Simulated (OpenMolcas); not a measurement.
**Lines of Se I: computed and rescaled rates**

- Program: OpenMolcas 26.06
- Method: RASSCF
- Basis: ANO-RCC [9s8p6d4f2g]
- Scalar Hamiltonian: DKH2, point nucleus
- Active space: 6 electrons in 9 orbitals (RAS2 4s 4p; RAS3 4d, at most 2 electrons)
- State averaging: 2S+1 = 3 even, 3 roots; 2S+1 = 1 even, 6 roots; 2S+1 = 3 odd, 3 roots
- Spin-orbit coupling: RASSI with atomic mean-field integrals over the reference wave functions, term energies averaged over their components

Rates come from the transition moments of the reference wave functions (E1 and E2 in the length form). At fixed line strength A goes as λ^-3 for E1 and M1 and as λ^-5 for E2, so a rate at the computed wavelength can be rescaled to the measured one. Measured vacuum wavelengths follow from level energies in NIST Handbook of Basic Atomic Spectroscopic Data. Branching counts decays inside the model space alone, at computed energies, and the table is only a selection of the E2 and M1 lines, drawn from those between levels with measured partners whose computed energy lies within a factor of 1.5 of the measured one.

```tsv
Upper	Lower	Type	λ computed (nm)	λ measured (nm)	A computed (s-1)	A rescaled (s-1)	Branching %
4s² 4p⁴ ¹S₀	4s² 4p⁴ ³P₁	M1	452.4	488.8	6.91e+00		77.0
4s² 4p⁴ ¹S₀	4s² 4p⁴ ¹D₂	E2	787.1	777	1.95e+00	2.08e+00	21.7
4s² 4p⁴ ¹D₂	4s² 4p⁴ ³P₂	M1	893.5	1044	6.31e-01		82.2
4s² 4p⁴ ³P₁	4s² 4p⁴ ³P₂	M1	5582	5026	1.28e-01	1.75e-01	100.0
4s² 4p⁴ ¹D₂	4s² 4p⁴ ³P₁	M1	1064	1318	1.26e-01		16.4
4s² 4p⁴ ¹S₀	4s² 4p⁴ ³P₂	E2	418.5	445.5	1.20e-01		1.3
4s² 4p⁴ ³P₀	4s² 4p⁴ ³P₁	M1	17270	18350	1.04e-02	8.67e-03	98.9
4s² 4p⁴ ¹D₂	4s² 4p⁴ ³P₂	E2	893.5	1044	9.42e-03		1.2
4s² 4p⁴ ³P₀	4s² 4p⁴ ³P₂	E2	4218	3946	1.15e-04	1.60e-04	1.1
```

Spin-changing lines and M1 lines between different terms are not rescaled, since their strength hangs on the term gaps too.

The largest correction is for 4s² 4p⁴ ³P₀ → 4s² 4p⁴ ³P₂ (E2): 1.15e-04 × (4218 / 3946)^5 = 1.60e-04 s-1, a factor of 1.40.

No measured rate stands beside these. Rescaling mends the energy factor alone: line strengths can still be far off where a level mixes with configurations outside the active space, and weak or spin-changing lines hang on small mixing coefficients that depend on the term gaps too, so rescaling need not improve them.

Without dynamic correlation excited terms often stand tens of per cent too high (terms of higher spin than the ground term too low), and those without a measured partner can miss by more than the paired ones. Active for correlation alone: 4d; no level in the range computed is led by a configuration that fills it, so any true level of that kind is missing. Measured partners are found by configuration, term and J. A level has none where our copy of the source lacks it or the pairing is in doubt (some pairs that miss far off the trend of their configuration count as doubtful). Only configurations of the active space appear.
